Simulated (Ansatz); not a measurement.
Z-matrix (Å, degrees):
```
C
O 1 1.386
F 1 1.367 2 110.2
H 1 1.090 2 106.9 3 -117.6
H 1 1.094 2 111.0 3 119.3
C 2 1.341 1 115.4 3 -79.3
C 6 1.329 2 134.8 1 174.2
Si 6 1.807 2 156.5 1 -7.2
H 7 1.081 6 137.4 2 -1.7
H 8 1.484 6 121.8 2 76.0
H 8 1.485 6 121.8 2 -74.3
```

Charge 0, multiplicity 1.

Q: List the PBE/def2-TZVPP orbital energies in eV (Ansatz). (Estimate.)

A: Ansatz gave: Occupied: -1779.79, -660.10, -511.98, -272.51, -270.69, -269.05, -137.51, -94.28, -94.24, -94.21, -30.56, -27.47, -20.12, -17.75, -14.64, -13.55, -13.07, -12.78, -11.72, -10.62, -10.03, -9.42, -8.59, -8.26, -7.81, -6.66, -6.36. Lowest empty: -0.99, -0.85, 0.47, 0.69, 0.91, 1.41, 1.71, 2.13.
